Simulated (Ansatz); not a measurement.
Steps of a relaxation of BH6O3P with RKS PBE-D4/def2-SVP.

```sh
$ ansatz run in.yaml --threads 4 --pin off --events-out ev --progress --plain --max-ram 10444MiB
```

```yaml
crystal:
  periodic: [false, false, false]
  atoms:
    - {symbol: O, position_ang: [-1.168900, 0.023900, 1.349600]}
    - {symbol: B, position_ang: [-0.027500, -0.335700, 0.564500]}
    - {symbol: O, position_ang: [1.112800, -0.312900, 1.450300]}
    - {symbol: O, position_ang: [-0.132000, -1.689100, 0.025500]}
    - {symbol: P, position_ang: [0.267900, 0.890900, -0.878800]}
    - {symbol: H, position_ang: [-1.982000, 0.076500, 0.705000]}
    - {symbol: H, position_ang: [1.929400, -0.686200, 0.948000]}
    - {symbol: H, position_ang: [-0.943000, -1.645800, -0.594200]}
    - {symbol: H, position_ang: [0.500800, 2.198800, -0.289600]}
    - {symbol: H, position_ang: [1.387300, 0.491900, -1.587800]}
    - {symbol: H, position_ang: [-0.879400, 0.930900, -1.671900]}
basis:
  gaussian: {orbitals: def2-SVP}
hamiltonian: {xc: pbe, dispersion: d4}
relax: {f_tol: 0.03, max_steps: 200}
```

Positions (Å) and forces (eV/Å) along the path, 12 of 37 steps:

```xyz
11
step=1 energy=-16185.5502 eV
O    -1.169    0.024    1.350   -2.465    1.243   -1.845
B    -0.028   -0.336    0.565    0.180   -2.958    2.865
O     1.113   -0.313    1.450    2.164    0.085   -1.422
O    -0.132   -1.689    0.025   -1.476    0.425   -2.363
P     0.268    0.891   -0.879   -0.050    0.958    1.452
H    -1.982    0.076    0.705    1.793   -0.210    1.819
H     1.929   -0.686    0.948   -1.878    0.598    1.205
H    -0.943   -1.646   -0.594    1.386   -0.601    1.105
H     0.501    2.199   -0.290   -0.062   -0.283   -0.859
H     1.387    0.492   -1.588    0.575    0.230   -0.971
H    -0.879    0.931   -1.672   -0.167    0.513   -0.986
11
step=6 energy=-16187.5414 eV
O    -1.206   -0.072    1.498   -0.277    0.059   -0.007
B    -0.112   -0.769    1.040    0.028   -0.091   -0.062
O     1.109   -0.431    1.574    0.158   -0.169   -0.042
O    -0.150   -1.830    0.148   -0.058   -0.128   -0.030
P     0.253    1.174   -1.193   -0.065   -0.095    0.284
H    -2.019   -0.251    0.990    0.203    0.009    0.146
H     1.786   -1.031    1.202   -0.121    0.159    0.124
H    -1.028   -1.995   -0.235    0.048    0.000    0.045
H     0.562    2.504   -0.740   -0.001   -0.011   -0.101
H     1.442    1.038   -1.982    0.054    0.094   -0.138
H    -0.572    1.606   -2.281    0.031    0.172   -0.219
11
step=7 energy=-16187.5785 eV
O    -1.209   -0.094    1.525    0.031   -0.068    0.096
B    -0.119   -0.823    1.097   -0.048    0.293   -0.155
O     1.108   -0.469    1.607   -0.075   -0.091    0.083
O    -0.155   -1.866    0.189   -0.074   -0.245   -0.014
P     0.233    1.226   -1.272   -0.061    0.040   -0.155
H    -2.024   -0.299    1.039    0.036   -0.009    0.022
H     1.770   -1.087    1.253    0.090    0.033    0.024
H    -1.037   -2.056   -0.172    0.036    0.015    0.028
H     0.564    2.542   -0.802    0.004    0.037    0.041
H     1.446    1.122   -2.043   -0.015    0.001   -0.006
H    -0.511    1.748   -2.399    0.076   -0.005    0.036
11
step=8 energy=-16187.5901 eV
O    -1.206   -0.118    1.548    0.064    0.156   -0.079
B    -0.116   -0.829    1.094   -0.148   -0.394    0.300
O     1.103   -0.503    1.637    0.071    0.141   -0.180
O    -0.173   -1.939    0.262    0.079    0.112   -0.115
P     0.185    1.260   -1.370   -0.019    0.092   -0.117
H    -2.021   -0.305    1.059   -0.006   -0.034    0.010
H     1.790   -1.071    1.246   -0.027   -0.006    0.080
H    -1.050   -2.115   -0.113   -0.031    0.016   -0.001
H     0.543    2.524   -0.778   -0.024   -0.044    0.003
H     1.449    1.144   -2.053   -0.023   -0.007    0.015
H    -0.439    1.894   -2.513    0.064   -0.032    0.086
11
step=10 energy=-16187.6186 eV
O    -1.179   -0.080    1.524   -0.009   -0.045   -0.051
B    -0.108   -0.846    1.115    0.003    0.061   -0.030
O     1.127   -0.457    1.580    0.008   -0.112   -0.037
O    -0.173   -1.969    0.304   -0.009    0.032    0.034
P     0.095    1.261   -1.496   -0.022   -0.044    0.055
H    -2.013   -0.325    1.091    0.038    0.012    0.029
H     1.799   -1.088    1.264   -0.020    0.069    0.032
H    -1.054   -2.140   -0.068    0.003   -0.005    0.013
H     0.450    2.393   -0.681   -0.015   -0.022   -0.023
H     1.434    1.112   -2.006   -0.005    0.011   -0.004
H    -0.311    2.083   -2.607    0.029    0.043   -0.017
11
step=11 energy=-16187.6250 eV
O    -1.146   -0.025    1.421   -0.005   -0.029   -0.012
B    -0.091   -0.844    1.084   -0.001   -0.009    0.053
O     1.148   -0.442    1.523   -0.002   -0.004   -0.043
O    -0.180   -2.036    0.381   -0.007    0.044   -0.017
P     0.021    1.291   -1.525    0.044   -0.010   -0.008
H    -1.988   -0.295    1.021    0.015    0.016    0.000
H     1.819   -1.092    1.255   -0.001    0.000    0.011
H    -1.067   -2.229    0.037    0.007   -0.002    0.010
H     0.390    2.345   -0.615   -0.017   -0.043   -0.046
H     1.383    1.070   -1.946   -0.039    0.011    0.039
H    -0.223    2.201   -2.616    0.005    0.027    0.013
11
step=14 energy=-16187.6340 eV
O    -1.095    0.012    1.414   -0.017   -0.010   -0.033
B    -0.057   -0.834    1.087    0.007   -0.030   -0.010
O     1.185   -0.471    1.549    0.005   -0.026    0.009
O    -0.166   -2.004    0.352    0.005    0.038    0.011
P    -0.065    1.258   -1.586    0.082    0.115   -0.068
H    -1.930   -0.208    0.970    0.043    0.011    0.014
H     1.843   -1.144    1.300   -0.021    0.012    0.002
H    -1.056   -2.175    0.003    0.004    0.006    0.006
H     0.230    2.242   -0.576   -0.031   -0.034   -0.044
H     1.334    1.019   -1.853   -0.092   -0.006    0.024
H    -0.156    2.249   -2.639    0.014   -0.077    0.090
11
step=17 energy=-16187.6761 eV
O    -0.884    0.137    1.320   -0.183   -0.051   -0.239
B     0.071   -0.836    1.097    0.197   -0.023    0.049
O     1.275   -0.679    1.759   -0.353   -0.114   -0.178
O    -0.085   -1.930    0.258   -0.206    0.076   -0.073
P    -0.370    1.277   -1.613    0.510    0.289   -0.173
H    -1.666    0.069    0.731    0.377   -0.014    0.253
H     1.874   -1.420    1.553   -0.097    0.066    0.000
H    -0.943   -1.961   -0.211    0.296    0.051    0.174
H    -0.148    2.299   -0.615   -0.034   -0.102   -0.141
H     1.011    0.806   -1.532   -0.398    0.126   -0.006
H    -0.069    2.182   -2.727   -0.108   -0.305    0.334
11
step=19 energy=-16187.7213 eV
O    -0.780    0.168    1.337    0.011   -0.143    0.087
B     0.123   -0.856    1.126   -0.065    0.180   -0.119
O     1.223   -0.873    1.944   -0.004   -0.051    0.033
O     0.023   -1.811    0.128   -0.046   -0.075    0.130
P    -0.449    1.289   -1.547   -0.023    0.000    0.003
H    -1.535    0.150    0.724    0.062    0.032   -0.038
H     1.781   -1.638    1.721    0.050    0.004    0.004
H    -0.800   -1.756   -0.384    0.018    0.053   -0.070
H    -0.198    2.474   -0.775   -0.014    0.004    0.001
H     0.912    0.839   -1.450    0.001    0.007   -0.015
H    -0.235    1.959   -2.805    0.009   -0.010   -0.015
11
step=22 energy=-16187.7486 eV
O    -0.711    0.172    1.439   -0.012    0.035   -0.044
B     0.153   -0.874    1.200    0.058   -0.198   -0.011
O     1.121   -1.118    2.154   -0.215    0.043   -0.278
O     0.118   -1.688    0.073   -0.033    0.068    0.048
P    -0.504    1.240   -1.548    0.056    0.076   -0.070
H    -1.341    0.307    0.706    0.058   -0.034    0.084
H     1.664   -1.872    1.864    0.009    0.010    0.045
H    -0.568   -1.449   -0.580    0.134    0.044    0.195
H    -0.312    2.507   -0.895   -0.011   -0.021   -0.002
H     0.894    0.911   -1.521   -0.019    0.012   -0.007
H    -0.449    1.808   -2.872   -0.024   -0.035    0.040
11
step=27 energy=-16187.7644 eV
O    -0.607    0.185    1.490   -0.003    0.002   -0.002
B     0.171   -0.931    1.258    0.005   -0.004   -0.011
O     1.029   -1.298    2.262    0.005    0.005    0.040
O     0.145   -1.677    0.091   -0.057    0.042   -0.055
P    -0.463    1.225   -1.605    0.131    0.085   -0.076
H    -1.217    0.364    0.753    0.009   -0.011    0.007
H     1.547   -2.078    2.000   -0.013   -0.003   -0.029
H    -0.427   -1.274   -0.592    0.057   -0.043    0.064
H    -0.469    2.532   -1.003   -0.010   -0.046   -0.027
H     0.975    1.169   -1.687   -0.107   -0.007    0.025
H    -0.618    1.728   -2.947   -0.016   -0.021    0.064
11
step=37 energy=-16187.7675 eV
O    -0.505    0.181    1.564   -0.006   -0.006   -0.005
B     0.195   -0.982    1.317    0.020    0.010    0.003
O     0.946   -1.481    2.351   -0.010   -0.001   -0.007
O     0.192   -1.655    0.106   -0.004   -0.002    0.001
P    -0.445    1.274   -1.633    0.004    0.018   -0.008
H    -1.040    0.446    0.794    0.003   -0.002    0.006
H     1.409   -2.287    2.065   -0.002    0.001    0.000
H    -0.308   -1.175   -0.580    0.000   -0.002    0.003
H    -0.654    2.628   -1.198    0.002   -0.013   -0.004
H     0.978    1.426   -1.750   -0.007   -0.001    0.001
H    -0.703    1.570   -3.016    0.001   -0.003    0.011
```

Run time 38 s (4 threads of an Arm Neoverse V1 on a shared host); peak host memory 0.14 GiB.
